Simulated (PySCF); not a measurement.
Bonds (- single, = double, # triple, : aromatic): C1-O2, O2-Si3, Si3-O4, O4-C5, Si3-O6, O6-C7, Si3-O8, O8-C9. C1 carries H10, H11, H12; C5 carries H13, H14, H15; C7 carries H16, H17, H18; C9 carries H19, H20, H21.

Geometry: PBE0-D3(BJ)/def2-SVP; GIAO shifts from PySCF 2.14.0 with density-fitted response routines, gas phase, non-relativistic, averaged over equivalent atoms.

At PBE/pcSseg-1 (220 basis functions, 2 min wall time on 1 thread of an x86-64 server CPU, shared host):
```tsv
atoms	δ (ppm)
C1/C5/C7/C9	54.1
O2/O4/O6/O8	29.8
Si3	-84.7
H10/H11/H12/H13/H14/H15/H16/H17/H18/H19/H20/H21	3.67
```

Scale: ¹³C (σref 180.03) and ²⁹Si (σref 334.61) and ¹H (σref 31.20) against TMS; H2O for ¹⁷O (σref 334.63) (reference shieldings calculated alike).

Task: What do these become at PBE0/pcSseg-1?

Result: 
| atoms | δ at PBE0/pcSseg-1 | change |
| --- | --- | --- |
| C1/C5/C7/C9 | 52.4 | -1.7 |
| O2/O4/O6/O8 | 18.1 | -11.7 |
| Si3 | -81.4 | +3.3 |
| H10/H11/H12/H13/H14/H15/H16/H17/H18/H19/H20/H21 | 3.56 | -0.11 |

Referencing at the same level of theory: TMS for ¹³C (σref 184.41) and ²⁹Si (σref 351.99) and ¹H (σref 31.27); ¹⁷O (σref 334.56) against H2O.

The largest change is at O2/O4/O6/O8 (oxygen bonded to C, Si). Cost: 220 basis functions, 93 s wall time on 1 thread of an x86-64 server CPU, shared host.

Experimental scales use liquid or dissolved standards, which lie at an offset from isolated H2O (liquid H2O: subtract about 36 ppm).
